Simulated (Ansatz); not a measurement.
The cluster ZrGe₁₀, relaxed as a singlet with RKS r2SCAN-D4/def2-SVP in Ansatz, starting from the GFN2-xTB geometry. Force threshold 0.03 eV/Å.

In the def2 sets Zr takes a core potential; there is no spin–orbit coupling. The restricted singlet is unstable towards broken spin symmetry in Hartree–Fock (as tested in another run); at r2SCAN-D4/def2-SVP this wasn't settled. The relaxation made no stability test and no search for a lower SCF solution. No other spin state of charge 0 was run. Another isomer (singlet) lies 0.93 eV lower at PBE0-D4/def2-TZVP; other spin states weren't run for this one.

Start:

```
atom   x (Å)   y (Å)   z (Å)
 Zr1  -0.710   0.259   0.802
 Ge2   1.192  -2.179  -1.749
 Ge3  -3.127  -0.791   0.091
 Ge4  -1.143  -1.233  -1.382
 Ge5   0.121   2.676   1.450
 Ge6  -1.674  -2.296   1.220
 Ge7  -0.561   2.087  -1.132
 Ge8   1.884   0.668   1.477
 Ge9   1.847   2.511  -0.386
Ge10   0.923  -1.879   0.679
Ge11   1.249   0.175  -1.069
```

| step | energy (eV) | largest force component (eV/Å) | SCF passes |
| --- | --- | --- | --- |
| 1 | -566396.3754 | 1.853 | 47 |
| 2 | -566397.1823 | 0.670 | 33 |
| 3 | -566397.4590 | 0.307 | 34 |
| 4 | -566397.5552 | 0.482 | 33 |
| 5 | -566397.6325 | 0.197 | 32 |
| 6 | -566397.6777 | 0.122 | 33 |
| 7 | -566397.7394 | 0.198 | 34 |
| 8 | -566397.7640 | 0.280 | 33 |
| 9 | -566397.7802 | 0.148 | 28 |
| 10 (rejected) | -566397.7568 | 0.263 | 33 |
| 11 | -566397.7961 | 0.093 | 34 |
| 12 | -566397.8148 | 0.194 | 34 |
| 13 | -566397.8549 | 0.319 | 32 |
| 14 | -566397.9154 | 0.418 | 33 |
| 15 | -566397.9383 | 0.537 | 33 |
| 16 | -566397.9835 | 0.120 | 32 |
| 17 | -566397.9912 | 0.105 | 31 |
| 18 | -566397.9942 | 0.040 | 26 |
| 19 | -566397.9946 | 0.021 | 28 |

Force components are those of the run's own axes.

End:

```xyz
11

Zr   -1.346    0.577    0.543
Ge    1.299   -2.106   -1.908
Ge   -3.173   -1.563   -0.106
Ge   -1.140   -1.681   -1.283
Ge    0.241    2.553    1.703
Ge   -1.447   -1.901    1.712
Ge   -0.118    2.609   -0.842
Ge    1.594    0.556    1.170
Ge    2.418    2.408   -0.347
Ge    0.858   -1.731    0.670
Ge    0.814    0.279   -1.312
```

By distances, no bond broke or formed. The bond that changes most is Zr1–Ge10, from 2.69 to 3.19 Å (atoms count from 1).

No frequencies were taken in this run, so the end may be a saddle point.

Run time 2.4 min (2 threads of AMD EPYC 7R13 on a shared host and a share (18 GiB) of an NVIDIA H100 80GB HBM3), peak host memory 1.1 GiB.
